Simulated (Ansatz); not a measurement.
The cluster H2Au2 was relaxed with r2SCAN-D4 (def2-TZVP) in Ansatz in these states: neutral quintet, neutral singlet, neutral triplet. The geometries follow in no particular order.

In the def2 sets Au takes a core potential; there is no spin–orbit coupling.

A:

```tsv
atom	x (Å)	y (Å)	z (Å)
Au1	-0.2332	-0.7248	-0.4312
Au2	0.6643	1.4486	0.7649
H3	1.2750	0.3053	-0.3933
H4	-1.7061	-1.0291	0.0596
```

B:

```xyz
4

Au   -0.344   -0.423   -0.431
Au    0.401    0.615    1.944
H     0.682    0.797    0.345
H    -0.740   -0.989   -1.858
```

C:

```xyz
4

Au    0.951    0.072    0.576
Au   -0.257    0.748   -1.943
H    -0.694   -0.071   -0.379
H     0.000   -0.750    1.745
```

Problem. Judge from the bond lengths which geometry belongs to which state (an estimate).

Solution. A is the neutral triplet (Au1–Au2 2.638 Å, Au2–H3 1.738 Å, Au1–H3 1.827 Å); B is the neutral singlet (Au1–Au2 2.697 Å, Au2–H3 1.634 Å, Au1–H3 1.772 Å); C is the neutral quintet (Au1–Au2 2.874 Å, Au2–H3 1.819 Å, Au1–H3 1.908 Å).

At PBE0-D4/def2-TZVP a singlet lies 2.00 eV below the neutral triplet. At PBE0-D4/def2-TZVP a singlet lies 6.44 eV below the neutral quintet. These are the stationary points nearest to one start from a short search; other shapes may lie lower in each state.
